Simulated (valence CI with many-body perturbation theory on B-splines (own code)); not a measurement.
**Cr19+: calculated level list**

Computed by valence CI with perturbative core correlation (CI+MBPT): three valence electrons over a frozen Dirac-Fock core [He], a basis of 11 s, 11 p, 10 d, 8 f, 5 g, 2 h functions for each j, with the one-electron correlation potential Σ1 (screened to all orders), the two-electron term Σ2, the three-electron term Σ3, Breit, model QED; selected single and double excitations, second order for the rest, scaled by the run's own slope (own B-spline code, finite nucleus).

No measured spectrum was set against this ion. As an estimate, levels of excited configurations hold to 0.05 to 0.15 % of their energy, terms of the ground configuration to about 0.5 %.

Levels 91 to 135 of 204, with energies above the lowest level, 2s²2p ²P°_1/2. "Leading %" is the weight of the configuration and term that name the level; weights of strongly mixed levels are sums over their largest components and can fall short, so below about 35 % the name and the second component can differ from the true leading terms, or belong to a minority configuration. In the jj column 3d3/2^4 stands for four electrons in 3d with j = 3/2. Lifetimes count E1, E2, E3, M1 and M2 decay at the calculated energies, and are blank where another channel may lead or the interval is too uncertain; long ones can be off by a factor of two.

| No. | Configuration | Term | J | E (eV) | Leading % | Lifetime | Leading jj |
| --- | --- | --- | --- | --- | --- | --- | --- |
| 91 | 2p²3d | ⁴F | 7/2 | 990.5 | 81 | 4.74 ps | 2p1/2 2p3/2 3d5/2 (84 %) |
| 92 | 2p²3d | ²P | 3/2 | 991.2 | 49 | 296 fs | 2p1/2 2p3/2 3d3/2 (84 %) |
| 93 | 2p²3d | ²F | 5/2 | 991.8 | 50 | 487 fs | 2p1/2 2p3/2 3d3/2 (73 %) |
| 94 | 2p²3d | ⁴D | 1/2 | 992.1 | 83 | 840 fs | 2p1/2 2p3/2 3d3/2 (99 %) |
| 95 | 2p²3p | ²F° | 5/2 | 992.1 | 63 | 440 fs | 2p3/2^2 3p3/2 (53 %) |
| 96 | 2p²3p | ²F° | 7/2 | 993.7 | 83 | 470 fs | 2p3/2^2 3p3/2 (67 %) |
| 97 | 2p²3d | ⁴F | 9/2 | 994.0 | 88 | 62.6 ps | 2p1/2 2p3/2 3d5/2 (68 %) |
| 98 | 2p²3d | ⁴D | 7/2 | 994.4 | 45 | 43.4 ps | 2p1/2 2p3/2 3d3/2 (47 %) |
| 99 | 2p²3d | ⁴D | 3/2 | 994.9 | 50 | 249 fs | 2p1/2 2p3/2 3d5/2 (76 %) |
| 100 | 2p²3d | ²F | 5/2 | 995.1 | 44 | 181 fs | 2p1/2 2p3/2 3d5/2 (88 %) |
| 101 | 2p²3p | ²D° | 3/2 | 996.6 | 70 | 224 fs | 2p3/2^2 3p1/2 (52 %) |
| 102 | 2p²3p | ²D° | 5/2 | 997.8 | 89 | 207 fs | 2p3/2^2 3p1/2 (55 %) |
| 103 | 2p²3s | ²S | 1/2 | 999.0 | 60 | 201 fs | 2p3/2^2 3s (55 %) |
| 104 | 2p²3d | ⁴P | 5/2 | 999.5 | 60 | 70.9 fs | 2p1/2 2p3/2 3d5/2 (41 %) |
| 105 | 2p²3p | ²P° | 1/2 | 999.9 | 95 | 308 fs | 2p1/2 2p3/2 3p3/2 (71 %) |
| 106 | 2p²3d | ²P | 1/2 | 1000.6 | 64 | 207 fs | 2p3/2^2 3d5/2 (48 %) |
| 107 | 2p²3d | ⁴P | 3/2 | 1000.9 | 80 | 57.0 fs | 2p1/2 2p3/2 3d3/2 (56 %) |
| 108 | 2p²3d | ²F | 7/2 | 1001.8 | 45 | 288 fs | 2p3/2^2 3d5/2 (55 %) |
| 109 | 2p²3d | ⁴P | 1/2 | 1001.8 | 85 | 54.7 fs | 2p1/2 2p3/2 3d3/2 (58 %) |
| 110 | 2p²3p | ²P° | 3/2 | 1006.0 | 76 | 279 fs | 2p3/2^2 3p3/2 (84 %) |
| 111 | 2p²3d | ²D | 5/2 | 1006.9 | 77 | 56.6 fs | 2p1/2 2p3/2 3d5/2 (44 %) |
| 112 | 2p²3d | ²D | 3/2 | 1007.3 | 88 | 91.0 fs | 2p1/2 2p3/2 3d5/2 (74 %) |
| 113 | 2p²3d | ²G | 7/2 | 1008.1 | 63 | 629 fs | 2p3/2^2 3d5/2 (42 %) |
| 114 | 2p²3d | ²G | 9/2 | 1009.6 | 88 | 103 ps | 2p3/2^2 3d5/2 (68 %) |
| 115 | 2p²3d | ²D | 3/2 | 1012.9 | 86 | 71.9 fs | 2p3/2^2 3d3/2 (60 %) |
| 116 | 2p²3d | ²D | 5/2 | 1013.5 | 55 | 55.5 fs | 2p3/2^2 3d3/2 (48 %) |
| 117 | 2p²3d | ²F | 7/2 | 1015.4 | 82 | 42.7 fs | 2p3/2^2 3d3/2 (65 %) |
| 118 | 2p²3d | ²P | 1/2 | 1016.5 | 92 | 83.2 fs | 2p1/2 2p3/2 3d5/2 (39 %) |
| 119 | 2p²3d | ²D | 5/2 | 1019.1 | 54 | 53.9 fs | 2p3/2^2 3d5/2 (72 %) |
| 120 | 2p²3p | ²P° | 1/2 | 1019.6 | 92 | 281 fs | 2p3/2^2 3p1/2 (80 %) |
| 121 | 2p²3d | ²P | 3/2 | 1020.1 | 86 | 68.0 fs | 2p3/2^2 3d5/2 (68 %) |
| 122 | 2p²3d | ²S | 1/2 | 1020.5 | 84 | 109 fs | 2p3/2^2 3d3/2 (30 %) |
| 123 | 2p²3p | ²P° | 3/2 | 1021.1 | 89 | 324 fs | 2p3/2^2 3p3/2 (78 %) |
| 124 | 2p²3d | ²D | 5/2 | 1037.8 | 90 | 106 fs | 2p3/2^2 3d5/2 (78 %) |
| 125 | 2p²3d | ²D | 3/2 | 1038.6 | 93 | 79.6 fs | 2p3/2^2 3d3/2 (81 %) |
| 126 | 2s²4s | ²S | 1/2 | 1134.0 | 95 | 880 fs | 2s^2 4s (95 %) |
| 127 | 2s²4p | ²P° | 1/2 | 1142.2 | 95 | 1.57 ps | 2s^2 4p1/2 (95 %) |
| 128 | 2s²4p | ²P° | 3/2 | 1143.4 | 95 | 1.62 ps | 2s^2 4p3/2 (95 %) |
| 129 | 2s²4d | ²D | 3/2 | 1150.2 | 95 | 185 fs | 2s^2 4d3/2 (95 %) |
| 130 | 2s²4d | ²D | 5/2 | 1150.6 | 95 | 187 fs | 2s^2 4d5/2 (95 %) |
| 131 | 2s²4f | ²F° | 5/2 | 1154.5 | 95 | 429 fs | 2s^2 4f5/2 (95 %) |
| 132 | 2s²4f | ²F° | 7/2 | 1154.6 | 95 | 430 fs | 2s^2 4f7/2 (95 %) |
| 133 | 2s2p4s | ⁴P° | 1/2 | 1173.9 | 90 | 916 fs | 2s 2p1/2 4s (97 %) |
| 134 | 2s2p4s | ⁴P° | 3/2 | 1176.5 | 88 | 874 fs | 2s 2p1/2 4s (77 %) |
| 135 | 2s2p4s | ²P° | 1/2 | 1178.7 | 91 | 868 fs | 2s 2p1/2 4s (79 %) |

Names give the largest LS component (configuration and term), which can be under half, so a name can repeat, a term be missing and a line seem to break the LS rules; names also repeat where a configuration has a term twice.
